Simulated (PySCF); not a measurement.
CH7AlO3Si, SMILES C[SiH2][O][Al]([OH])[OH].

The structure is a stationary point at B3LYP-D3(BJ)/def2-SVP. The structure was generated by enumeration; whether it is a known compound was not checked. The values are those of a single conformer.

Calculation: PBE0/def2-TZVP (PySCF).

Isolated molecule, no solvent.

Estimate the frontier levels, gap, dipole moment and polarisability. (The exact figures need the calculation; the answer reports its results.)


| Property | Value |
|---|---|
| highest occupied level | -8.43 eV |
| lowest empty level | -0.55 eV |
| orbital gap | 7.88 eV |
| dipole moment | 1.61 D |
| quadrupole, principal values (traceless, Buckingham form, about the centre of nuclear charge) | -4.22, 0.33, 3.89 D·Å |
| mean static polarisability | 67.6 bohr³ (10.02 Å³) |
| polarisability, principal values | 58.5, 67.8, 76.6 bohr³ |
